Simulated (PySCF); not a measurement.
Species: C₇H₁₅P.
Numbering: `[CH3:1][P:2]1[CH2:3][CH2:4][CH2:5][CH2:6][CH2:7][CH2:8]1` (hydrogens: H9, H10, H11 on C1; H12, H13 on C3; H14, H15 on C4; H16, H17 on C5; H18, H19 on C6; H20, H21 on C7; H22, H23 on C8)

Cartesian coordinates in Å at the PBE0-D3(BJ)/def2-SVP level; atoms count from 1:
```
atom  x, y, z in Å
C1     2.6556   -0.5940   -0.4277
P2     0.8827   -0.4199   -0.9252
C3     0.5778    1.2822   -0.2316
C4    -0.8623    1.7752   -0.3220
C5    -1.9173    0.9325    0.3971
C6    -2.1944   -0.4353   -0.2402
C7    -1.3960   -1.6223    0.3023
C8     0.1106   -1.4053    0.4526
H9     2.9987   -1.6177   -0.6422
H10    2.8170   -0.3813    0.6423
H11    3.2728    0.0963   -1.0225
H12    1.2340    1.9722   -0.7890
H13    0.9218    1.2970    0.8195
H14   -0.8974    2.8025    0.0795
H15   -1.1502    1.8586   -1.3850
H16   -1.6448    0.8112    1.4615
H17   -2.8533    1.5141    0.3987
H18   -2.0227   -0.3538   -1.3284
H19   -3.2640   -0.6779   -0.1316
H20   -1.5734   -2.4814   -0.3655
H21   -1.8035   -1.9171    1.2851
H22    0.3421   -0.8958    1.4053
H23    0.6245   -2.3798    0.4930
```

Level: PBE0/pcSseg-1 in PySCF, non-relativistic, on one gas-phase PBE0-D3(BJ)/def2-SVP geometry that isn't relaxed in the solvent. The solvent is an IEF-PCM continuum (van der Waals radii × 1.2). Only the electrostatic response of the medium enters.

```
run  E − E(gas) (kcal/mol)  HOMO (eV)  HOMO–LUMO gap (eV)  dipole (D)
gas                   0.00      -6.29                7.49        1.20
  P                  -2.25      -6.39                7.68        1.74
  Q                  -2.68      -6.42                7.71        1.89
```

Task: The runs were made in dichloromethane and dimethylsulfoxide. Which run belongs to which solvent?

Result: P = dichloromethane, Q = dimethylsulfoxide. The dielectric constants are 8.93 (dichloromethane), 46.83 (dimethylsulfoxide), and the energy falls further as ε rises. In this model the ground state sees the solvent through ε alone.

Task: How constant is the ratio of the lowering to (ε − 1)/(2ε + 1)?

Result: 
```
          solvent  (ε − 1)/(2ε + 1)  E − E(gas) (kcal/mol)  ratio (kcal/mol)  polarisation term (kcal/mol)
  dichloromethane             0.420                  -2.25              -5.3                         -2.60
dimethylsulfoxide             0.484                  -2.68              -5.5                         -3.20
```

The ratio changes by +3.4 % in size from dichloromethane to dimethylsulfoxide. The polarisation term is half the interaction of the solute with the induced surface charges.
